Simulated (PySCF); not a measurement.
Compound: C3H5PSe.
SMILES with atom numbers: `[CH:1]#[C:2][P@H:3]([CH3:4])=[Se:5]` (hydrogens: H6 on C1; H7 on P3; H8, H9, H10 on C4)

Level of theory: PBE0-D3(BJ)/def2-SVP geometry optimisation, gas phase in PySCF 2.14.0.

Give the optimised bond lengths and angles.

```
                bond  length (Å)
               C1≡C2       1.214
               C2–P3       1.770
               P3–C4       1.819
              P3=Se5       2.087
               C1–H6       1.076
               P3–H7       1.424
C4–H8, C4–H9, C4–H10       1.099
```

Bonds in one row agree within 0.01 Å and their mean is given. A selection of angles:
```
    angle  degrees
 C2–C1–H6    179.9
 C1–C2–P3    176.9
 C2–P3–C4    103.5
C2–P3–Se5    116.3
 C2–P3–H7    100.2
C4–P3–Se5    116.1
 C4–P3–H7    102.6
Se5–P3–H7    115.9
 P3–C4–H8    108.0
 P3–C4–H9    111.0
 H8–C4–H9    110.4
H9–C4–H10    110.6
```

The C–P distances run from 1.770 Å (C2–P3, drawn single) to 1.819 Å (P3–C4, drawn single), a spread of 0.049 Å. P3 (phosphorus bonded to 2 C, Se and H) is distorted tetrahedral (angles from 100.2° to 116.3°).

Point group: C1 (no symmetry element, even within 0.4 Å). No frequency check.
